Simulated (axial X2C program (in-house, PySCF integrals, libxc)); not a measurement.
The numbers below are computed, except where a source is named.
# BSe⁻: input and output of an EOM-EE-CCSD run

Program: an axial X2C code built on PySCF integrals.

Input and command:
```json
{"zs": [34, 5], "q": -1, "bas": ["dyall-acv3z", "dyall-av3z"], "r0": 1.85, "eom": "ee", "thr": -2.0, "nmax": 88}
```
```bash
python soeom.py task.json out
```

Keys: zs atomic numbers; q charge; bas basis sets; r0 starting distance in Å; eom kind of EOM run; thr threshold in hartree for freezing inner shells (an s shell follows its p shell); nmax most natural virtual spinors.

Output at R = 1.828 Å (near the PBE0 minimum at charge -1 of the determinant lowest at the starting distance; the state shown can have its own minimum elsewhere), reference BSe⁻:

```
two-component X2C + atomic mean field  HF
basis functions 176  fitting functions 968  grid points 5075
iter        total energy     max residual
   1      -2448.569418677     3.53e+00
   2      -2452.012691901     6.79e-02
   3      -2452.028807588     2.10e-02
   4      -2452.032230206     2.21e-03
   5      -2452.032340955     7.50e-04
   6      -2452.032369380     4.38e-04
   7      -2452.032377725     1.95e-04
   8      -2452.032380784     6.00e-05
   9      -2452.032380891     9.19e-06
  10      -2452.032380896     3.64e-06
  11      -2452.032380898     2.29e-06
  12      -2452.032380898     1.17e-06
converged
one-electron -3518.25678803  Coulomb 1108.78427547  exact exchange -90.87609361  xc functional 0.00000000  nuclear repulsion 49.21232268  atomic mean-field constant -0.89609741
correlated 10  virtual 254  natural virtual 88  E(MP2) -0.249075493  MP2 remainder -0.026210045
iter   CCSD correlation   residual
   1     -0.234600703   1.46e-01
   2     -0.242950280   6.12e-02
   3     -0.245534043   2.72e-02
   4     -0.245624303   8.57e-03
   5     -0.245667532   3.20e-03
   6     -0.245679141   1.35e-03
   7     -0.245680809   5.25e-04
   8     -0.245685253   2.25e-04
   9     -0.245684388   9.68e-05
  10     -0.245684212   3.70e-05
  11     -0.245683671   1.55e-05
  12     -0.245683615   7.60e-06
  13     -0.245683525   4.52e-06
  14     -0.245683516   2.82e-06
(T) -0.013826435  T1 0.0334  D1 0.0446  max T2 0.047
EOM-EE-CCSD roots
2*Omega      energy/Eh   energy/eV  one-particle weight
    0       0.09243517      2.5153      0.948
    0       0.09247782      2.5164      0.948
    0       0.11882520      3.2334      0.919
    0       0.12034155      3.2747      0.910
    0       0.12055777      3.2805      0.899
    2       0.09311084      2.5337      0.947
    2       0.11882382      3.2334      0.919
    2       0.12031263      3.2739      0.910
    2       0.12068442      3.2840      0.908
    4       0.09381543      2.5528      0.947
    4       0.12452798      3.3886      0.909
    4       0.16185934      4.4044      0.930
    6       0.15959847      4.3429      0.933
```
T1 in the output is the amplitude norm over the root of the electron number; divide by √2 for the Lee–Taylor value.

Reference electrons by ω block (each with its −ω partner): 1/2: 14, 3/2: 5, 5/2: 1. Root energies count from the CCSD energy of the reference. For an anion, roots above electron detachment are held by the basis set. All roots sought are printed; those with a small one-particle weight need a further excitation, are placed far too high, and may in truth lie low or lowest. Inner shells are frozen, and levels at this size can be off by some tenths of an eV.
